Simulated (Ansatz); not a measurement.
Program: Ansatz. Geometries: PBE0-D4/def2-TZVP. ΔE: electronic, gas phase. CCSD(T)/CBS is the MP2 limit (def2-TZVPP, def2-QZVPP) plus CCSD(T) − MP2 in def2-TZVPP, frozen cores. This one scheme is used for every species. Functionals use def2-TZVPP. B3LYP here is the variant with VWN-RPA as its local correlation; programs differ in this. Each species was taken in one conformer, which may not be the lowest.

Reaction (ligand exchange at the Al–N bond): `C[SiH](Cl)[NH][AlH2]` + `C=N` → `C=[N][AlH2]` + `C[SiH](N)Cl`

```
             level  ΔE (kJ/mol)  difference from CCSD(T)/CBS
            PBE-D4         17.8                        -10.7
           PBE0-D4         21.4                         -7.1
           ωB97X-V         24.2                         -4.3
           ωB97M-V         23.9                         -4.6
            B2PLYP         20.5                         -8.0
            r2SCAN         17.9                        -10.6
              PBE0         18.8                         -9.7
             B3LYP         14.8                        -13.7
     HF/def2-TZVPP         22.3                         -6.2
    MP2/def2-TZVPP         28.2                         -0.3
SCS-MP2/def2-TZVPP         28.3                         -0.2
   CCSD/def2-TZVPP         29.1                          0.6
CCSD(T)/def2-TZVPP         30.0                          1.5
SCS-MP2/def2-QZVPP         27.5                         -1.0
      HF/CBS(def2)         22.7                         -5.8
     MP2/CBS(def2)         26.7                         -1.8
       CCSD(T)/CBS         28.5                            0
```

Largest T1 diagnostic among the species: 0.015.

From PBE to PBE0 (25 % exact exchange), in def2-TZVPP and without D4, ΔE moves by +3.8 kJ/mol. The D4 term adds +4.4 kJ/mol with B3LYP and +2.6 kJ/mol with PBE0; it sums over pairs of atoms, weighted by their polarisabilities, and B3LYP, whose exchange is more repulsive, gets the larger term.
